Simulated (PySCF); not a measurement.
Gas-phase equilibrium of 1 mol SO2, 8.5 mol O2 at 2500 K and 1.01 bar, among 11 species (S2O, SO2, O2, O, S2, S6, O3, SO, S8, S, SO3). Only gases are allowed; each row takes one source of thermochemistry for all species, and Cantera finds the minimum.

Computed with PySCF and rigid-rotor harmonic-oscillator thermochemistry at 1 bar. † marks an energy on the PBE0/def2-TZVP geometry and frequencies; other levels use their own. MP2 freezes the core. 6-31G* has spherical d functions here. Open shells (unrestricted) among the columns below: O2 (multiplicity 3), O (multiplicity 3, electronic degeneracy 9), S2 (multiplicity 3), SO (multiplicity 3), S (multiplicity 3, electronic degeneracy 9); the rest are closed-shell singlets. Spin-orbit splitting is ignored; it lowers the true energy and changes the entropy of O, S. MP2 isn't extrapolated to the basis-set limit. The harmonic model lacks anharmonicity and excited electronic states, which grow with temperature; levels with a mode under 35 cm⁻¹ are left out.

Molecules larger than those listed are left out.

Mole fractions:

```csv
thermochemistry,x O,x O2,x SO2,x S,x SO,x SO3,x S2
HF/6-31G*,0.95,4.0e-5,2.4e-9,0.050,9.6e-5,<1e-12,3.6e-6
MP2/def2-SVP†,0.016,0.88,0.069,0.0010,0.032,3.3e-6,2.1e-5
PBE0/def2-TZVP,0.0100,0.89,0.099,1.0e-5,0.0048,0.00019,1.0e-7
r2SCAN/def2-TZVP†,0.0059,0.89,0.100,4.8e-6,0.0045,0.00025,5.6e-8
LDA/def2-TZVP†,6.3e-5,0.89,0.10,1.7e-8,0.00017,0.0010,8.7e-11
ωB97M-V/def2-TZVP†,0.011,0.88,0.10,2.5e-6,0.0015,0.00014,4.8e-9
```
The most sensitive of these is SO3: it spans a factor of 10^9.0 over these rows; at this temperature one factor of ten is RT ln 10 = 48 kJ/mol.
